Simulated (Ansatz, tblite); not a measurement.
Removing and adding an electron: B12P12H32, a nanocrystal cut from zinc blende BP (hydrogen-capped). The state is a singlet with charge 0. Geometry: r2SCAN-D4/def2-SVP. Ansatz, gas phase; energy differences of separate SCF runs; the oxidised species was run as a doublet alone; the reduced species was run as a doublet alone.

Cartesian coordinates in Å:
```
B -1.528 -1.338 -3.317
B 0.475 3.557 -1.962
B -0.937 3.000 1.576
B -2.669 -2.027 -0.358
B -2.362 0.135 2.075
B -1.243 0.818 -0.855
B 1.397 -0.708 -2.006
B 1.655 1.418 0.423
B 0.212 -1.417 0.947
B -0.064 -3.586 -1.504
B 0.531 0.745 3.395
B 3.506 -1.101 1.795
P -0.915 2.207 -2.200
P -2.326 -0.613 -1.679
P 0.193 -2.077 -2.732
P -2.019 1.575 0.782
P 1.952 2.797 -0.941
P 0.759 2.127 2.024
P -3.440 -1.242 1.237
P -0.910 -2.788 0.074
P -0.600 -0.603 2.539
P 0.518 0.013 -0.402
P 3.387 0.593 0.837
P 1.959 -2.207 1.358
H -2.260 -2.232 -3.701
H -1.376 -0.432 -4.119
H 0.897 3.890 -3.051
H 0.009 4.457 -1.302
H -1.463 3.332 2.622
H -0.787 3.891 0.765
H -3.390 -2.879 -0.834
H -2.898 0.586 3.067
H 1.535 0.219 -2.795
H 2.460 -1.201 -1.651
H -0.864 -4.377 -1.972
H 1.000 -4.082 -1.176
H -0.102 1.240 4.309
H 1.590 0.241 3.710
H 3.460 -0.848 2.977
H 4.517 -1.670 1.436
H -2.142 2.881 -2.431
H -0.756 1.534 -3.434
H -3.589 -0.017 -1.965
H 0.825 -2.600 -3.891
H -3.290 2.108 0.421
H 2.680 3.859 -0.342
H 2.944 2.290 -1.816
H 1.638 3.119 2.544
H -4.743 -0.743 0.966
H -3.760 -2.253 2.184
H -1.138 -3.782 1.071
H -0.834 -1.663 3.462
H 4.099 0.518 -0.385
H 4.180 1.554 1.518
H 2.255 -3.088 0.293
H 1.773 -3.135 2.416
```

The xTB rows come from tblite. Single mean-field runs in def2-SVP are fitted with def2-universal-jkfit. HOMO above LUMO, or a gap near zero within one spin, warns that the state may not be the lowest or that an electron is smeared out.

Question: Estimate orbital energies and vertical ionisation energies and electron affinities at: GFN1-xTB; GFN2-xTB; PBE-D4/def2-SVP; PBE0-D4/def2-SVP.

Answer: 
```json
{"level": "GFN1-xTB", "−HOMO (eV)": "10.34", "vertical IE (eV)": "12.02", "−LUMO (eV)": "5.86", "vertical EA (eV)": "4.18", "HOMO–LUMO gap (eV)": "4.48", "IE − EA (eV)": "7.83", "remarks": "–"}
{"level": "GFN2-xTB", "−HOMO (eV)": "9.53", "vertical IE (eV)": "11.16", "−LUMO (eV)": "5.70", "vertical EA (eV)": "4.34", "HOMO–LUMO gap (eV)": "3.82", "IE − EA (eV)": "6.82", "remarks": "–"}
{"level": "PBE-D4/def2-SVP", "−HOMO (eV)": "5.95", "vertical IE (eV)": "7.73", "−LUMO (eV)": "1.50", "vertical EA (eV)": "0.11", "HOMO–LUMO gap (eV)": "4.45", "IE − EA (eV)": "7.62", "remarks": "HOMO above zero (-1 doublet), gap within one spin near zero (+1 doublet), gap within one spin near zero (-1 doublet)"}
{"level": "PBE0-D4/def2-SVP", "−HOMO (eV)": "7.04", "vertical IE (eV)": "8.26", "−LUMO (eV)": "0.71", "vertical EA (eV)": "-0.23", "HOMO–LUMO gap (eV)": "6.32", "IE − EA (eV)": "8.48", "remarks": "HOMO above zero (-1 doublet)"}
```

   A HOMO above zero means that the electron is unbound at that level or that self-interaction error raises the level; the energy of removing that electron tells which. Raw xTB energy differences between charge states are shifted by several eV; the methods need an empirical correction for them. Sets without diffuse functions give affinities that are too small. A negative affinity means that the extra electron isn't bound; its size then hangs on the basis.
